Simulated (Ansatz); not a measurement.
Other settings, tried on Li2Br2 (the lowest singlet isomer of a short search).

```yaml
crystal:
  periodic: [false, false, false]
  atoms:
    - {symbol: Li, position_ang: [1.212266, -0.490388, 0.280045]}
    - {symbol: Li, position_ang: [-1.212219, 0.490517, -0.279905]}
    - {symbol: Br, position_ang: [-0.797585, -1.287917, 1.196706]}
    - {symbol: Br, position_ang: [0.797538, 1.287788, -1.196847]}
basis:
  gaussian: {orbitals: def2-TZVP}
hamiltonian: {xc: {name: r2SCAN50}}
scf: {lower_state_search: light}
output: {forces: true}
```

```sh
$ ansatz run in.yaml --threads 2 --pin off --events-out ev --progress --plain --max-ram 4352MiB
```

It prints (some lines left out):

```
Functional definition: r2SCAN50
948 factors; integrals over basis functions are off by at most 6.8e-4 eV
mean field evaluation 1: about -140506.2790 eV, gradient 1.7e1 eV
mean field evaluation 2: about -140506.8923 eV, gradient 1.3e1 eV
mean field evaluation 4: about -140507.1281 eV, gradient 1.6e0 eV
mean field evaluation 8: about -140507.1784 eV, gradient 7.3e-3 eV
mean field -140507.17841165 eV, -5163.5435674421 hartree, gradient 1.6e-5 eV, S^2 0.000000; 0 other end points of the search recorded, 0 dependent functions left out
reference -140507.17841906 eV, -5163.5435677143 hartree; 38, 38 occupied and 86, 86 virtual orbitals, 948 factors
Total energy: -140507.17841906 eV, -5163.5435677143 hartree
Atom 0 at     1.212266    -0.490388     0.280045 Å, force     0.019120    -0.008153     0.004627 eV/Å
Atom 1 at    -1.212219     0.490517    -0.279905 Å, force    -0.019340     0.007922    -0.004697 eV/Å
Atom 2 at    -0.797585    -1.287917     1.196706 Å, force     0.017908     0.028463    -0.026335 eV/Å
Atom 3 at     0.797538     1.287788    -1.196847 Å, force    -0.017687    -0.028231     0.026405 eV/Å
Dipole moment:     0.000066     0.000147     0.000150 e Å
```

It took 6 s on 2 threads of Arm Neoverse V1 on a shared host.
